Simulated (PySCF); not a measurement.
BaCl2, optimised at GFN2-xTB:

```xyz
3

Ba     0.0173     0.0005     0.0364
Cl     0.9802     0.2879    -2.3877
Cl    -1.4634    -2.1601    -0.1226
```

Computed with PySCF (xtb for GFN2) and rigid-rotor harmonic-oscillator thermochemistry at 1 bar. All species are closed-shell singlets. Ba: scalar-relativistic def2 core potential, no spin-orbit coupling.

Q: List the harmonic frequencies (cm⁻¹, unscaled) at this level and at the other levels, each on its own geometry.

A: 
- GFN2-xTB: 49, 178, 185
- PBE/def2-SVP: 47, 274, 292
- PBE0/def2-TZVP: 50, 268, 273
